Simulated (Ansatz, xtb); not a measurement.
**Ranking isomers of C6H3FSe**

6 gas-phase structures of C6H3FSe, from a drawn sample of its isomers (lower ones may exist). Each was relaxed with GFN2-xTB:

A. `C#Cc1ccc(F)[se]1`, a singlet
B. `C#Cc1cc[se]c1F`, a singlet
C. `C#Cc1cc(F)c[se]1`, a singlet
D. `C#Cc1c[se]cc1F`, a singlet
E. `C#Cc1[se]ccc1F`, a singlet
F. `C#Cc1c[se]c(F)c1`, a singlet

Make a reasoned guess at their ranking by r2SCAN-D4/def2-SVP//GFN2-xTB single-point energy.

Calculated order at r2SCAN-D4/def2-SVP//GFN2-xTB: E (0.000), C (0.010), D (0.099), A (0.149), F (0.249), B (0.254) eV. Less than 1 kcal/mol parts E and C; F and B, so the order within those pairs means little.

Energies above the lowest of each column, in eV; the last columns are at r2SCAN-D4/def2-SVP geometries:

| structure | GFN2-xTB | HF/STO-3G | r2SCAN-D4/def2-SVP//GFN2-xTB | r2SCAN-D4/def2-SVP | CCSD(T)/def2-SVP + ΔMP2/def2-TZVPP |
| --- | --- | --- | --- | --- | --- |
| E | 0.042 | 0.000 | 0.000 | 0.000 | 0.010 |
| C | 0.000 | 0.037 | 0.010 | 0.008 | 0.000 |
| D | 0.051 | 0.056 | 0.099 | 0.095 | 0.048 |
| A | 0.064 | 0.001 | 0.149 | 0.139 | 0.158 |
| F | 0.078 | 0.051 | 0.249 | 0.242 | 0.192 |
| B | 0.121 | 0.026 | 0.254 | 0.245 | 0.208 |

CCSD(T)/def2-SVP + ΔMP2/def2-TZVPP has C and E within 1 kcal/mol of each other at the bottom, and every level picks one of them. CCSD(T)/def2-SVP + ΔMP2/def2-TZVPP orders those it was run on as C (0.000), E (0.010), D (0.048), A (0.158), F (0.192), B (0.208) eV. Less than 1 kcal/mol parts C and E; E and D; A and F; F and B, so the order within those pairs means little. ΔMP2 is the change of the MP2 energy from the smaller to the larger basis.

Over these structures GFN2-xTB departs from r2SCAN-D4/def2-SVP//GFN2-xTB by 0.062 eV on average once a common shift is removed. A GFN2-xTB relaxation took about 0.096 s and the r2SCAN-D4/def2-SVP//GFN2-xTB energy about 4.8 s on a shared host (Ansatz 0.2.0, xtb 6.7.1).
